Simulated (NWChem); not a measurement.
SnH, doublet; SMILES [SnH]

Program: NWChem. Spin-unrestricted. The state is orbitally degenerate and is run as one real component. def2 effective core potentials on Sn; no spin-orbit coupling. The level has its own optimisation.

Task: What does the run give for PBE0/def2-SVP? Quantities: r H–Sn (Å).

Result: 
```yaml
r H–Sn (Å): 1.751
```
